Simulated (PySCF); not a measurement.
# Bond lengths and vibrations by method: GeH3OSi anion

These are calculations, not measurements. The program is PySCF 2.14.0, an open-source quantum chemistry code, run on an isolated molecule that a program drew, which may never have been made. The molecule is GeH3OSi anion (charge -1, singlet), drawn as the SMILES string `[O]=[GeH][SiH2-]`.

The geometry was optimised and harmonic frequencies were computed with HF and MP2, all in the aug-cc-pV(D+d)Z basis, for the commonest isotopes, with a restricted reference for singlets and an unrestricted one otherwise, and a frozen core in MP2. Germanium has the aug-cc-pVDZ-PP basis, with a core potential (ECP10MDF) in place of its 10 inner electrons, and its 3s, 3p and 3d shells are frozen in MP2. Each result is a local minimum of its method.

Geometry at the HF minimum:
```xyz
6
GeH3OSi anion, angstrom
O     1.1452   -1.4465   -1.4091
Ge    0.6391   -0.5717   -0.0997
Si    0.2342   -1.0561    2.2149
H     0.0928    0.8498   -0.5383
H     0.7825    0.2871    2.6803
H     1.4531   -1.9201    2.4788
```

Lengths of the bonds as drawn, in Å (atoms numbered as above):
```
bond,HF,MP2
O1-Ge2,1.654,1.715
Ge2-Si3,2.399,2.382
Ge2-H4,1.585,1.597
Si3-H5,1.524,1.527
Si3-H6,1.517,1.521
```

Rotational constants, in GHz:
```
constant     HF    MP2
       A  24.42  23.43
       B  2.798  2.788
       C  2.556  2.539
```

Harmonic frequencies in cm^-1, each column in rising order, so a row needn't be the same motion in every method:
| rank | HF | MP2 |
|---|---|---|
| 1 | 163 | 149 |
| 2 | 187 | 182 |
| 3 | 312 | 324 |
| 4 | 377 | 347 |
| 5 | 618 | 548 |
| 6 | 629 | 570 |
| 7 | 843 | 773 |
| 8 | 961 | 850 |
| 9 | 1015 | 947 |
| 10 | 1940 | ? |
| 11 | 2063 | 2040 |
| 12 | 2098 | 2072 |

**Estimate the missing MP2 frequency from the HF column.**

A single factor s that minimises the squared misfit of MP2 against s times HF over the other rows is sum(HF x MP2) / sum(HF^2) = 0.9655, with an rms misfit of 40 cm^-1. For rank 10 it gives 0.9655 x 1940 = 1873 cm^-1. The calculation gives 1865 cm^-1, 8 cm^-1 below the estimate. The drawn bonds are on average 0.8 % longer in MP2 than in HF.
